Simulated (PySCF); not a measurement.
NMR data simulated for an unnamed compound:

¹H NMR (500 MHz, computed): δ 4.49 (s, 3H), 2.79 (sept, 1H), 1.19 (s, 9H), 1.13 (d, 6H).

¹³C{¹H} NMR (computed): δ 53.3 (C), 46.6 (CH), 30.6 (CH3), 25.8 (CH3).

Gas phase, one conformer, equivalent nuclei averaged, relativity neglected. Shielding tensors at CAM-B3LYP/pcSseg-1 (GIAO); PBE0-D3(BJ)/def2-SVP structure; PySCF 2.14.0 with density-fitted response routines.

References, each an isolated molecule treated in the same way: TMS for ¹H (σ = 31.33 ppm) and ¹³C (σ = 182.45 ppm).

Q: Which of these does the molecule contain: an ester, a CH3CH2 unit, a (CH3)2CH unit, a Si–H bond, a non-aromatic C=C double bond, a tert-butyl group?

A: 
- An ester: no.
- A CH3CH2 unit: no.
- A (CH3)2CH unit: yes (δC 25.8, 46.6; δH 1.13 (d), 2.79 (sept)).
- A Si–H bond: yes (δH 4.49 (s)).
- A non-aromatic C=C double bond: no.
- A tert-butyl group: yes (δC 30.6, 53.3; δH 1.19 (s)).

The data belong to `CC(C)N([SiH3])C(C)(C)C`, C7H19NSi; they needn't prove each group on their own.

Carbon signals by region: 1 at 50–100 ppm, 3 below 50 ppm.

Shifts are as computed, not scaled to solution data. Of 1211 compounds with measured shifts, 218 miss one by over three times the rms of a fit or turn the order of signals round; such compounds aren't used in these exercises. Multiplicities follow the n + 1 count of equivalent neighbours, as no J values were calculated; m marks all less simple cases, F and P coupling included.
